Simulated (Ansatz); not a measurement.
Molecule: sum formula RhB2O (charge -1, singlet). SMILES: [B][Rh-][B][O]
Coordinates optimised at B3LYP-D3(BJ)/def2-TZVP (Ansatz, a first-principles code):
```xyz
4

Rh     0.3551    -0.2225     0.3741
B     -0.8270     0.1733     1.5844
B     -0.5367     0.4399    -1.3029
O     -1.1451     0.8685    -2.2805
```
Charge -1, spin multiplicity 1.

Parts of the frozen-core correlation energy in def2-SVP (Ansatz, hartree). Frozen orbitals: 7; correlated occupied orbitals by spin: 11 and 11; virtual: 55 and 55. No spin-orbit coupling. Past Kr the def2 sets carry scalar-relativistic core potentials. The restricted reference is unstable.

| term | value |
|---|---|
| reference (HF) | -233.80089 |
| MP2 opposite-spin | -0.46690 |
| MP2 same-spin | [?] |
| CCSD correlation | [?] |
| (T) | [?] |
| T1 diagnostic | 0.041 |
| largest doubles amplitude | 0.050 |

### Question
Fill in the missing entries.

### Answer

- MP2 same-spin, value: -0.21989
- CCSD correlation, value: -0.64008
- (T), value: -0.04014
